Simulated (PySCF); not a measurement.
## Working with the constants of BeB

PBE0 constants of BeB, ⁴Σ⁻ (quartet), unpaired electrons σ ↑, π ↑↑, a second solution, started from another occupation (Be x2c-SVPall, B x2c-SVPall; spin-free X2C with a Gaussian nucleus (PySCF 2.14); masses 9.0122 and 11.0093 u):

| Property | Result |
| --- | --- |
| ωe | 964.7 cm⁻¹ |
| ωexe | 7.1 cm⁻¹ |
| Be | 1.1558 cm⁻¹ |
| αe | 0.0124 cm⁻¹ |
| D (centrifugal) | 6.64e-06 cm⁻¹ |

Task: Give the vibrational terms G(v) and spacings up to v = 6.

Result: G(v) = ωe(v+½) − ωexe(v+½)².

```json
{"v": "0", "G(v) (cm⁻¹)": "481", "G(v) − G(v−1)": "", "Bv (cm⁻¹)": "1.150"}
{"v": "1", "G(v) (cm⁻¹)": "1431", "G(v) − G(v−1)": "951", "Bv (cm⁻¹)": "1.137"}
{"v": "2", "G(v) (cm⁻¹)": "2367", "G(v) − G(v−1)": "936", "Bv (cm⁻¹)": "1.125"}
{"v": "3", "G(v) (cm⁻¹)": "3289", "G(v) − G(v−1)": "922", "Bv (cm⁻¹)": "1.112"}
{"v": "4", "G(v) (cm⁻¹)": "4197", "G(v) − G(v−1)": "908", "Bv (cm⁻¹)": "1.100"}
{"v": "5", "G(v) (cm⁻¹)": "5091", "G(v) − G(v−1)": "894", "Bv (cm⁻¹)": "1.088"}
{"v": "6", "G(v) (cm⁻¹)": "5971", "G(v) − G(v−1)": "879", "Bv (cm⁻¹)": "1.075"}
```

A state of this spin cannot dissociate to the ground-state fragments, so its own limit lies higher than the one that De refers to.
